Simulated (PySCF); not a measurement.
**Computed properties of CH₈O₃Si₂, SMILES O[C@H]([SiH3])[SiH](O)O**

CH8O3Si2, SMILES O[C@H]([SiH3])[SiH](O)O. The structure is a stationary point at r2SCAN-D4/def2-SVP. The structure was generated by enumeration; whether it is a known compound was not checked. The values are those of a single conformer. All values are computed for the isolated molecule unless a solvent is named; none is compared with measurement here.

**Structure.** All 36 harmonic modes at r2SCAN-D4/def2-SVP (PySCF) are real, so it is a minimum. With heavy atoms numbered as in [OH:1][C@H:2]([SiH3:3])[SiH:4]([OH:5])[OH:6], the shortest bond between them is O1–C2 at 1.434 Å and the longest C2–Si3 at 1.894 Å.

**Vibrations.** The strongest infrared lines (harmonic, unscaled, degenerate partners summed) lie at 735 cm⁻¹ (285 km/mol, H 91 %), 897 cm⁻¹ (260 km/mol, H 74 %, Si 18 %), 965 cm⁻¹ (170 km/mol, Si 40 %, H 36 %, O 23 %). The softest mode is at 49 cm⁻¹ and the zero-point energy is 58.8 kcal/mol.

**Electronic structure.** B3LYP/def2-TZVP (PySCF) places the frontier levels at -7.39 and -0.20 eV, a gap of 7.19 eV, and gives a dipole moment of 3.60 D and a mean polarisability of 74.1 bohr³. PBE/def2-TZVP (PySCF) at the same geometry gives -6.07 and -0.75 eV, so its gap is 1.87 eV narrower. An orbital gap is neither the optical nor the fundamental gap.

**Excitations.** TDA-ωB97X/def2-SVPD (PySCF) has S1 at 7.13 eV (174 nm, f = 0.007, weak); the most intense of the 6 singlets computed lies at 8.48 eV (f = 0.03). T1 (TDA) is at 6.74 eV, 0.39 eV under S1. TDA-PBE/def2-SVPD (PySCF) puts S1 at 5.24 eV. No vertical singlet excitation falls in the visible range (under 3.1 eV).

**NMR.** GIAO shifts at PBE0/pcSseg-1 (PySCF) (non-relativistic, atoms alike by connectivity averaged): ¹³C at 49.7 ppm against TMS; ¹H from 2.0 to 5.3 ppm against TMS; ²⁹Si from -67.1 to -15.0 ppm against TMS.

**Solvation.** SMD-B3LYP/6-31G* (PySCF) gives -10.4 kcal/mol in water, -7.0 kcal/mol in cyclohexanone, -7.4 kcal/mol in dimethylsulfoxide (1 M in both phases, gas-phase geometry); of these solvents water holds the molecule best.
